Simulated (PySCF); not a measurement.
N-methylsilyl-N-silylmethanamine (C2H11NSi2), SMILES C[SiH2]N(C)[SiH3].

Geometry: PBE0-D3(BJ)/def2-SVP. The values are those of a single conformer.

The numbers are results of TDA-PBE/def2-SVPD (PySCF), not measurements.

Vertical excitations. Gas-phase values at a fixed geometry.

| state | energy (eV) | λ (nm) | f | main pairs |
|---|---|---|---|---|
| S1 | 5.14 | 241 | 0.002 | HOMO→LUMO 99 % |
| S2 | 5.60 | 221 | 0.017 | HOMO→LUMO+1 97 % |
| S3 | 5.84 | 212 | 0.032 | HOMO→LUMO+2 97 % |
| S4 | 6.11 | 203 | 0.022 | HOMO→LUMO+3 87 % |
| S5 | 6.31 | 196 | 0.014 | HOMO→LUMO+4 84 % |
| S6 | 6.50 | 191 | 0.014 | HOMO→LUMO+5 99 % |
| S7 | 6.63 | 187 | 0.005 | HOMO→LUMO+6 88 % |
| S8 | 6.78 | 183 | 0.028 | HOMO→LUMO+7 87 % |
| S9 | 7.07 | 175 | 0.014 | HOMO→LUMO+8 95 % |
| S10 | 7.19 | 173 | 0.039 | HOMO→LUMO+9 85 % |
| T1 | 4.95 | 250 | 0 | HOMO→LUMO 99 % |
| T2 | 5.38 | 231 | 0 | HOMO→LUMO+1 98 % |
| T3 | 5.65 | 220 | 0 | HOMO→LUMO+2 99 % |
| T4 | 5.95 | 208 | 0 | HOMO→LUMO+3 92 % |
Triplets are in the Tamm–Dancoff approximation.
